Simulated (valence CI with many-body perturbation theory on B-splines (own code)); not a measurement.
## From CI to CI+MBPT in Tl⁴⁹⁺

Calculated by valence CI with perturbative core correlation (CI+MBPT): four valence electrons over a frozen Dirac-Fock core [Ar] 3d10, radial functions for each j: 11 s, 11 p, 9 d, 7 f, 5 g, 2 h, 1 i, with the one-electron correlation potential Σ1 (screened to all orders), the two-electron term Σ2, the three-electron term Σ3, Breit, model QED; selected single and double excitations, second order for the rest (own B-spline code, finite nucleus).

No measured spectrum was set against this ion. As an estimate, large intervals hold to a few tenths of a per cent, small ones and those within an open d or f shell to about a per cent.

Each rung adds one term. CI alone is the Dirac-Coulomb CI over the frozen core; QED comes last and gives the full result, which names the levels. Energies are above (4s^2 4p1/2^2) J=0 on the same rung, in × 10³ cm⁻¹.

Levels are named by their leading jj configuration (3d3/2^4 stands for four electrons in 3d with j = 3/2), which in mixed levels can hold well under half, so a name can repeat and another be missing. Letters in brackets count levels of one name in rising energy.

```tsv
Level	CI alone
(4s^2 4p1/2 4p3/2) J=1	1227.2
(4s^2 4p1/2 4p3/2) J=2	1267.7
(4s 4p1/2^2 4p3/2) J=2	2155.9
(4s 4p1/2^2 4p3/2) J=1	2295.4
(4s^2 4p3/2^2) J=2	2524.9
(4s^2 4p3/2^2) J=0	2610.4
(4s^2 4p1/2 4d3/2) J=2	2673.3
(4s^2 4p1/2 4d3/2) J=1	2853.4
(4s^2 4p1/2 4d5/2) J=2	3025.6
(4s^2 4p1/2 4d5/2) J=3	3035.4
(4s 4p1/2 4p3/2^2) J=2 [a]	3359.7
(4s 4p1/2 4p3/2^2) J=3	3438.5
(4s 4p1/2 4p3/2^2) J=0	3487.1
(4s 4p1/2 4p3/2^2) J=1 [a]	3558.3
(4s 4p1/2 4p3/2^2) J=2 [b]	3578.2
(4s 4p1/2 4p3/2^2) J=1 [b]	3593.5
```

Q: What do these energies become with core correlation, Breit and QED?

A: (4s^2 4p1/2 4p3/2) J=1 1219.2 (-8.04); (4s^2 4p1/2 4p3/2) J=2 1258.5 (-9.18); (4s 4p1/2^2 4p3/2) J=2 2144.0 (-11.85); (4s 4p1/2^2 4p3/2) J=1 2278.6 (-16.77); (4s^2 4p3/2^2) J=2 2507.7 (-17.15); (4s^2 4p3/2^2) J=0 2592.5 (-17.89); (4s^2 4p1/2 4d3/2) J=2 2654.7 (-18.63); (4s^2 4p1/2 4d3/2) J=1 2826.1 (-27.34); (4s^2 4p1/2 4d5/2) J=2 2999.9 (-25.70); (4s^2 4p1/2 4d5/2) J=3 3009.7 (-25.79); (4s 4p1/2 4p3/2^2) J=2 [a] 3339.6 (-20.14); (4s 4p1/2 4p3/2^2) J=3 3416.3 (-22.24); (4s 4p1/2 4p3/2^2) J=0 3466.6 (-20.54); (4s 4p1/2 4p3/2^2) J=1 [a] 3533.4 (-24.87); (4s 4p1/2 4p3/2^2) J=2 [b] 3551.1 (-27.07); (4s 4p1/2 4p3/2^2) J=1 [b] 3564.7 (-28.79).

Q: How does the ionisation energy move along the ladder, and which term matters most?

A: CI alone 2858.2, + Σ1 2860.2, + Σ2 2860.5, + Σ3 2860.3, + Breit 2856.3, + QED 2856.3 eV. The largest step is Breit, -4.0 eV. NIST lists 2854 ± 4 eV (theoretical).
